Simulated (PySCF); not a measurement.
# One molecule, several mistakes: BGeH4N2 cation

All numbers below are calculated, not measured. The program is PySCF 2.14.0, an open-source quantum chemistry code, run on an isolated molecule that a program drew, which may never have been made. The molecule is BGeH4N2 cation (charge +1, singlet), drawn as the SMILES string `[NH]=[GeH][B+]N`.

Each row is a Hartree-Fock (HF) and frozen-core CCSD(T) single point in the cc-pVDZ basis, meant for a local HF minimum. Run 1 is clean. Each other run has one planted mistake out of seven kinds, and not every kind appears here: one electron removed, one electron added, multiplicity raised by two, geometry at a saddle point, minimal basis STO-3G, one bond length entered in bohr, all coordinates scaled. The reference is restricted for singlets and unrestricted otherwise, and also for a bond in bohr. Adding or removing an electron swaps singlet and doublet. Electrons count all cores. HOMO and LUMO are orbital energies over both spins, the gradient is its largest component, and the lowest frequency (negative if imaginary) is given only where the gradient is small. Bond lengths are over the 7 bonds as drawn. T1 is the CCSD diagnostic: over 0.02 (restricted) or 0.045 (unrestricted) a single reference is doubtful. Germanium has the cc-pVDZ-PP basis, with a core potential (ECP10MDF) in place of its 10 inner electrons, and its 3s, 3p and 3d shells are frozen in CCSD(T).

Geometry of the clean run:
```xyz
8
BGeH4N2 cation, angstrom
N     0.1009   -1.2184    1.2658
Ge    0.9951   -1.6432   -0.0739
B     0.8617   -0.4259   -1.8021
N     0.7246    0.3824   -2.8383
H    -0.4760   -0.3916    1.2069
H     1.9249   -2.8045   -0.2653
H     0.0211    0.2492   -3.5517
H     1.3129    1.1904   -2.9886
```

| run | electrons | basis functions | <S^2> | HOMO (eV) | LUMO (eV) | gradient (hartree/bohr) | lowest frequency (cm^-1) | mean bond (Å) | longest bond (Å) | T1 | HF (hartree) | CCSD(T) (hartree) | mistake |
|---|---|---|---|---|---|---|---|---|---|---|---|---|---|
| 1 | 54 | 85 | 0.000 | -14.54 | -5.14 | 7.5e-06 | 84 | 1.3766 | 2.118 | 0.0237 | -428.98031 | -429.53005 | no fault |
| 2 | 54 | 85 | 2.015 | -12.64 | -5.55 | 1.5e-01 | - | 1.3766 | 2.118 | 0.0164 | -428.95924 | -429.45180 | multiplicity raised by two |
| 3 | 55 | 85 | 1.013 | -6.98 | 2.68 | 8.6e-02 | - | 1.3766 | 2.118 | 0.0419 | -429.20780 | -429.75301 | one electron added |
| 4 | 54 | 85 | 0.000 | -13.98 | -5.09 | 6.8e-02 | - | 1.5074 | 2.319 | 0.0313 | -428.91666 | -429.49815 | ? |

**Which mistake was planted in run 4, and what did it cost?**

The mean and the longest bond both change by the same factor, 1.095, and the gradient is no longer small. So the mistake is: all coordinates scaled. Subtracting run 1 and multiplying by 627.51 kcal/mol a hartree, the energy moved by 39.9 kcal/mol in HF and 20.0 kcal/mol in CCSD(T).

Cautions from the logs. Run 1: T1 is over the limit, so its CCSD(T) energy is less reliable; run 4: T1 is over the limit, so its CCSD(T) energy is less reliable.
